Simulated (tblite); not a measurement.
C7H8F3 (charge +1).
Cartesian coordinates in Å at the GFN2-xTB level; atoms count from 1:
```
atom  x, y, z in Å
C1    -1.114    1.164    1.645
C2    -1.412    0.421    0.556
C3    -0.602   -0.601    0.000
C4    -1.134   -1.466   -1.035
C5     0.827   -0.772    0.367
C6     1.504    0.118   -0.654
F7     1.636   -0.424   -1.866
C8     1.904    1.374   -0.432
F9     2.511    2.151   -1.282
F10    1.736    1.944    0.747
H11   -0.218    1.040    2.232
H12   -1.803    1.918    1.993
H13   -2.370    0.579    0.073
H14   -1.105   -2.506   -0.689
H15   -0.472   -1.487   -1.911
H16   -2.145   -1.212   -1.342
H17    1.174   -1.796    0.215
H18    1.073   -0.438    1.373
```

All values are computed: GFN2-xTB (tblite) harmonic vibrations without scaling, gas phase. This tight-binding method is rough: wavenumbers can miss measured ones by several per cent, in bad cases by 10 to 20. One conformer, not necessarily the lowest.

Harmonic wavenumbers (cm⁻¹): 29.6, 65.6, 108.4, 113.3, 130.1, 166.8, 181.9, 266.8, 331.2, 366.4, 402.9, 419.2, 463.0, 492.3, 508.6, 524.4, 613.1, 763.8, 821.3, 911.2, 917.2, 940.0, 978.1, 986.8, 1007.5, 1060.6, 1122.1, 1216.8, 1224.3, 1248.6, 1256.2, 1293.4, 1324.9, 1329.8, 1355.0, 1394.9, 1425.7, 1453.3, 1571.3, 1718.4, 2902.7, 2951.0, 3000.6, 3036.7, 3051.9, 3065.1, 3094.4, 3124.6.

A = 1726, B = 1092, C = 760.9 MHz; mass 149.058 u (most abundant isotopes); point group C1, symmetry number 1.

Question: Zero-point energy?

Answer: ½Σν̃ = 28366 cm⁻¹ = 81.10 kcal/mol.

Question: Give the ideal-gas entropy at 298.15 K and 1 bar in the rigid-rotor, harmonic-oscillator model (classical rotation).

Answer: Translation 40.93, rotation 29.80, vibration 34.82: S = 105.5 cal/(mol K).

Question: And Cp and H(298.15 K) − H(0)?

Answer: Cp = 41.41 cal/(mol K), of which vibrations give 33.46 (their classical limit is 48 R = 95.4); H(298.15 K) − H(0) = 7.67 kcal/mol without the zero-point energy, 5.30 from vibrations.

Question: How do the functions run with temperature in this model?

Answer: 
| T (K) | S (cal/(mol K)) | Cp (cal/(mol K)) | H − H(0) (kcal/mol) | G − H(0) (kcal/mol) | ln q(vib) |
| --- | --- | --- | --- | --- | --- |
| 100 | 73.2 | 21.0 | 1.43 | -5.88 | 2.39 |
| 200 | 91.1 | 31.7 | 4.08 | -14.14 | 5.58 |
| 300 | 105.8 | 41.6 | 7.74 | -24.00 | 8.64 |
| 500 | 131.2 | 58.5 | 17.85 | -47.77 | 14.42 |
| 800 | 162.5 | 74.3 | 38.01 | -92.02 | 22.34 |
| 1000 | 179.9 | 80.9 | 53.56 | -126.30 | 27.13 |

q(vib) and H(0) count from the zero-point level.

Question: Which modes carry the vibrational entropy at 298.15 K?

Answer: 29.6 cm⁻¹: 5.86; 65.6 cm⁻¹: 4.28; 108.4 cm⁻¹: 3.30; 113.3 cm⁻¹: 3.21; 130.1 cm⁻¹: 2.94; 166.8 cm⁻¹: 2.47 cal/(mol K); the other 42 give 12.76 together.

Question: What must be added to the electronic energy to get the Gibbs energy at 298.15 K and 1 bar?

Answer: ZPE + [H(298.15 K) − H(0)] − T·S = 81.10 + 7.67 − 31.47 = 57.30 kcal/mol.

Question: Blend soft modes into free rotors: weight 1/[1 + (100 cm⁻¹/ν̃)⁴] for the oscillator and the rest for a rotor with moment μB/(μ + B), μ = h/(8π²ν), B = 10⁻⁴⁴ kg m². What vibrational entropy results?

Answer: 31.70 cal/(mol K) in place of 34.82, which changes −T·S at 298.15 K by +0.93 kcal/mol.

Hindered rotation and anharmonicity are outside this model. Other conformers, if any are populated, would add a mixing term that is left out. The structure is chiral; the term R ln 2 for an equal mix with its mirror image is left out.
